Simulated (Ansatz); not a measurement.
## Predicting a hybrid from its neighbours: BBrF2

The species is BBrF2 (4 atoms), meant as a singlet with charge 0. SMILES: `FB(F)Br`. The coordinates come from a PBE0-D4/def2-TZVP relaxation.

The vertical energy of the triplet above the singlet y, in eV, basis aug-cc-pVDZ; a is the functional's share of exact exchange. Programs: Ansatz 0.2.0.

| functional | program | a | y (eV) |
| --- | --- | --- | --- |
| BLYP | Ansatz | 0 | 6.86 |
| r2SCAN | Ansatz | 0 | 7.03 |
| B3LYP | Ansatz | 0.2 | 7.10 |
| PBE0 | Ansatz | 0.25 | ? |
| BHLYP | Ansatz | 0.5 | 7.24 |

Problem. Fit y = c + s·a to the known rows and predict PBE0.

Solution. 
1. Means of the 4 rows: a = 0.1750, y = 7.058.
2. Σ(Δa)² = 0.1675, Σ(Δa·Δy) = 0.09975, so the slope is 0.09975/0.1675 = 0.59552.
3. Intercept: 7.058 − (0.59552) × 0.1750 = 6.954. The largest residual of the fit is 0.093.
4. PBE0: 6.954 + (0.59552) × 0.25 = 7.10 eV.

The run gave 7.07 eV, so the prediction is off by +0.03 eV, within the largest residual. The rows mix families of semi-local functionals, which the line can't see. Spin-orbit coupling is left out.
